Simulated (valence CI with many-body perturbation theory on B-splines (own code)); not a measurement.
Bi70+: calculated level list

Level of theory: valence CI with perturbative core correlation (CI+MBPT): three valence electrons over a frozen Dirac-Fock core [Ne], a basis of 11 s, 11 p, 9 d, 7 f, 5 g, 2 h, 1 i functions for each j, with the one-electron correlation potential Σ1, the two-electron term Σ2, the three-electron term Σ3, Breit, model QED; selected CI, second order for the rest (own B-spline code, finite nucleus).

No measured spectrum was set against this ion. As an estimate, large intervals hold to a few tenths of a per cent, small ones and those within an open d or f shell to about a per cent.

Levels 46 to 68 of 68, with energies above the lowest level, (3s^2 3p1/2) J=1/2. "Leading %" is the weight of the configuration and term that name the level; weights of strongly mixed levels are sums over their largest components and can fall short. In the jj column 3d3/2^4 stands for four electrons in 3d with j = 3/2. Lifetimes count E1, E2, E3, M1 and M2 decay at the calculated energies, and are blank where another channel may lead or the interval is too uncertain; long ones can be off by a factor of two.

```
No.  Configuration  Term    J  E (eV)  Leading %  Lifetime                Leading jj      g
 46          3p²3d    ²D  3/2  1934.6         30    113 fs  3p1/2 3p3/2 3d3/2 (74 %)  1.024
 47          3p²3d    ²D  5/2  1936.0         27    128 fs  3p1/2 3p3/2 3d3/2 (83 %)  1.113
 48          3p²3d    ⁴P  1/2  1940.4         30    144 fs  3p1/2 3p3/2 3d3/2 (83 %)  1.686
 49          3s3d²    ⁴F  3/2  1963.8         62   85.5 fs         3s 3d3/2^2 (73 %)  0.633
 50          3s3d²    ⁴F  5/2  1980.8         37   72.3 fs         3s 3d3/2^2 (74 %)  1.060
 51          3s3d²    ⁴P  1/2  2002.8         50   72.9 fs         3s 3d3/2^2 (82 %)  2.158
 52          3p²3d    ⁴D  7/2  2039.3         48    225 fs  3p1/2 3p3/2 3d5/2 (97 %)  1.293
 53          3p²3d    ²G  9/2  2047.2         58    445 fs  3p1/2 3p3/2 3d5/2 (89 %)  1.166
 54          3p²3d    ²P  3/2  2052.5         51    244 fs  3p1/2 3p3/2 3d5/2 (94 %)  1.319
 55          3p²3d    ²D  5/2  2056.8         45    289 fs  3p1/2 3p3/2 3d5/2 (89 %)  1.111
 56          3p²3d    ²F  7/2  2069.8         46    406 fs  3p1/2 3p3/2 3d5/2 (72 %)  1.136
 57          3p²3d    ⁴P  5/2  2072.8         44    202 fs  3p1/2 3p3/2 3d5/2 (93 %)  1.262
 58          3p²3d    ²P  1/2  2084.7         42    414 fs  3p1/2 3p3/2 3d5/2 (82 %)  1.229
 59          3p²3d    ²D  3/2  2089.6         57    210 fs  3p1/2 3p3/2 3d5/2 (91 %)  0.947
 60          3s3d²    ⁴F  5/2  2099.3         51    184 fs     3s 3d3/2 3d5/2 (97 %)  1.155
 61          3s3d²    ⁴F  7/2  2100.5         70    142 fs     3s 3d3/2 3d5/2 (76 %)  1.170
 62          3s3d²    ⁴P  3/2  2107.0         82    190 fs     3s 3d3/2 3d5/2 (99 %)  1.528
 63          3s3d²    ²G  9/2  2118.7         60    141 fs     3s 3d3/2 3d5/2 (88 %)  1.170
 64          3s3d²    ²F  5/2  2126.8         47    117 fs     3s 3d3/2 3d5/2 (83 %)  1.120
 65          3s3d²    ²G  7/2  2126.9         70    168 fs     3s 3d3/2 3d5/2 (93 %)  0.954
 66          3p3d²   ⁴G°  5/2  2134.0         52    724 fs     3p1/2 3d3/2^2 (100 %)  0.736
 67          3s3d²    ²P  3/2  2134.0         37    118 fs     3s 3d3/2 3d5/2 (83 %)  1.079
 68          3s3d²    ²P  1/2  2144.6         54    105 fs     3s 3d3/2 3d5/2 (79 %)  1.228
```
